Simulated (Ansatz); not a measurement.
The cluster Si₈H₆. The state is a singlet with charge 0. Geometry PBE-D4/def2-SVP, basis def2-TZVP, Ansatz.

```xyz
14

Si   -1.9649    3.1823    1.0575
Si    1.4318   -1.7436    0.6261
Si   -0.7354    1.3666    1.7683
Si   -0.3950    0.1806   -1.6929
Si    1.9596    0.0506   -1.2593
Si    0.0466   -2.0190   -1.1203
Si   -1.9246    1.3476   -0.3565
Si    1.3250    0.5115    1.0241
H    -0.8554    0.2576   -3.1287
H    -1.0395    0.8014    3.1364
H     0.4758   -3.0434   -2.1498
H     2.4284    0.9541    1.9532
H     2.5525   -2.7154    0.8913
H    -3.3050    0.8692   -0.7495
```

```tsv
run	HOMO (eV)	LUMO (eV)
A	-5.27	-3.89
B	-7.95	-1.29
C	-7.03	-2.14
D	-5.43	-3.89
E	-5.05	-3.67
F	-6.06	-3.22
```

The structure comes from a short search, and lower isomers may exist.

Q: The runs used BLYP, CAM-B3LYP, PBE, PBE0, r2SCAN, ωB97X-V. Estimate which is which.

A: A PBE (0 % exact exchange); B ωB97X-V (range-separated); C CAM-B3LYP (range-separated); D r2SCAN (0 % exact exchange); E BLYP (0 % exact exchange); F PBE0 (25 % exact exchange). Exact exchange lowers occupied and raises empty levels; among semilocal functionals meta-GGAs tend to open the gap a little, and such runs are hard to tell apart. The gap grows from 1.38 eV (BLYP) to 6.66 eV (ωB97X-V). The restricted singlet is unstable towards broken spin symmetry in Hartree–Fock (as tested in another run); at ωB97X-V/def2-TZVP, CAM-B3LYP-D4/def2-TZVP, r2SCAN-D4/def2-TZVP, BLYP-D4/def2-TZVP and others this wasn't settled.
